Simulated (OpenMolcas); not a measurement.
## Levels of P by method

| Quantity | Value |
| --- | --- |
| Program | OpenMolcas 26.06 |
| Basis | ANO-RCC-VTZP [5s4p2d1f] |
| Scalar Hamiltonian | DKH2, point nucleus |
| Active space | 3 electrons in 3 orbitals (3p) |
| State averaging | 2S+1 = 4 odd, 1 root; 2S+1 = 2 odd, 8 roots |
| Spin-orbit coupling | state interaction with AMFI integrals over the reference wave functions, term energies averaged over their components |

Methods on the same reference wave functions:
A. CASSCF
B. SS-CASPT2, IPEA 0.25 Eh, imaginary shift 0.1 Eh (closed shells correlated: 2s 2p 3s)

Energies in cm⁻¹ above 3s² 3p³ ⁴S°_3/2, the measured ground level; measured values from NIST Handbook of Basic Atomic Spectroscopic Data.

```json
{"Level": "3s² 3p³ ⁴S°_3/2", "A": "0.0", "B": "0.0", "Measured": "0.0"}
{"Level": "3s² 3p³ ²D°_3/2", "A": "15378", "B": "12030", "Measured": "11361"}
{"Level": "3s² 3p³ ²D°_5/2", "A": "15384", "B": "12030", "Measured": "11377"}
{"Level": "3s² 3p³ ²P°_1/2", "A": "25426", "B": "20280", "Measured": "18723"}
{"Level": "3s² 3p³ ²P°_3/2", "A": "25435", "B": "20290", "Measured": "18748"}
```

Deviations, from unrounded energies. A percentage is the sum of absolute deviations over the sum of measured energies, with the sign that they share, or ± where signs differ.

| Against measurement | Levels | A | B |
| --- | --- | --- | --- |
| mean absolute deviation (cm-1) | 4 | 5400 | 1100 |
| other terms of the ground configuration (%) | 4 | +35.6 | +7.3 |

B lies closest to measurement on these levels. The largest miss of B in the table is 3s² 3p³ ²P°_1/2, by +1600 cm-1. The ranking rests on the paired levels alone, and a cruder setting can come out closer through cancelling errors.

From A to B the spin-free energies of the other terms of 3s² 3p³ shown, above ⁴S°, scale by factors of 0.78 to 0.80.

The lowest spin-free term lies below A's lowest term by 0.100 hartree in B.

Term energies are means over components that CASPT2 splits; among the terms shown or strongly mixed into the levels shown the widest spread is 170 cm-1 (3s² 3p³ ²P°, B). With the s shell closed, the reference lacks s² → p² mixing. Without dynamic correlation excited terms often stand tens of per cent too high (terms of higher spin than the ground term too low), and those without a measured partner can miss by more than the paired ones (holds for A). Computed and measured levels are paired by configuration, term and J; levels that our copy of the source lacks, or whose pairing is in doubt (as where it misses far off the trend of its configuration), stay unpaired and out of the deviations. Only configurations of the active space appear.

° marks odd parity.
